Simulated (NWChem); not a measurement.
Molecule: TiH4S3; SMILES [SH][TiH]([SH])[SH]

```xyz
8

Ti     0.0242     0.0375     0.3583
H      0.1578    -0.2828     2.0004
S     -0.8584     2.1111     0.1841
H      0.2178     2.4528    -0.5695
S     -1.3138    -1.5721    -0.4538
H     -0.3931    -2.4149     0.0903
S      2.1419    -0.1543    -0.4052
H      2.4472     0.6418     0.6567
```
Atoms are numbered in this order, from 1.

Structure relaxed at the PBE0/def2-SVP level. Not confirmed as a minimum by frequencies.

**Question.** Give the principal values of the shielding tensors (ppm) of Ti1, S3, S5, S7 from Hartree-Fock/6-31G* (spherical d), GIAO (NWChem), with their diamagnetic and paramagnetic parts as GIAO splits them.

**Answer.** 
```json
[
 {"atom": "Ti1", "σ11": "-1717.0", "σ22": "-1533.0", "σ33": "-1269.5", "isotropic": "-1506.5", "diamagnetic": "1608.3", "paramagnetic": "-3114.8"},
 {"atom": "S3", "σ11": "-1002.0", "σ22": "401.2", "σ33": "812.3", "isotropic": "70.5", "diamagnetic": "1058.0", "paramagnetic": "-987.5"},
 {"atom": "S5", "σ11": "-1090.5", "σ22": "240.6", "σ33": "815.6", "isotropic": "-11.5", "diamagnetic": "1057.7", "paramagnetic": "-1069.2"},
 {"atom": "S7", "σ11": "-753.7", "σ22": "261.1", "σ33": "803.1", "isotropic": "103.5", "diamagnetic": "1057.7", "paramagnetic": "-954.2"}
]
```
